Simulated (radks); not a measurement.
Results of a calculation; reference values are marked as such.
Question: Code: a radial shooting solver on a logarithmic mesh with Libxc functionals. Model: non-relativistic Kohn-Sham, LB94 model potential, spin-polarised, spherical densities, point nucleus. Response by self-consistent Sternheimer equations with the Hartree and adiabatic LDA kernel. Rank Ca2+, Ar, Cr6+, V5+, Mn7+, Ti4+, Fe8+, K+, Sc3+ (NIST ground configurations) by static dipole polarisability, largest first.

Answer: Ar 11.44, K+ 5.745, Ca2+ 3.400, Sc3+ 2.212, Ti4+ 1.534, V5+ 1.113, Cr6+ 0.8361, Mn7+ 0.6455, Fe8+ 0.5096 bohr^3.
